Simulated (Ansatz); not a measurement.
Reaction (silylene formation by 1,1-elimination): `C[Si](C)(N)O` → `C[Si]N` + CH₃OH

Calculated with Ansatz (gas phase, PBE0-D4/def2-TZVP geometries, no zero-point term in ΔE). CCSD(T)/CBS is the MP2 limit (def2-TZVPP, def2-QZVPP) plus CCSD(T) − MP2 in def2-TZVPP, frozen cores. This one scheme is used for every species. Functionals use def2-TZVPP. B3LYP here is the variant with VWN-RPA as its local correlation; programs differ in this. Each species was taken in one conformer, which may not be the lowest.

```csv
level,ΔE (eV)
B3LYP-D4,3.76
r2SCAN,3.99
SCS-MP2/def2-TZVPP,3.90
HF/CBS(def2),3.77
```

**Question.** What does CCSD(T)/CBS give? (Best estimate.)

**Answer.** Ansatz gave: +3.90 eV. The listed levels differ from it by -0.14, 0.09, 0.00, -0.13 eV.

Largest T1 diagnostic among the species: 0.013.

In def2-TZVPP, CCSD(T) changes the Hartree–Fock value by +0.07 eV (the triples alone add +0.00 eV) and MP2 by +0.30 eV. From PBE to PBE0 (25 % exact exchange), in def2-TZVPP and without D4, ΔE moves by +0.22 eV.
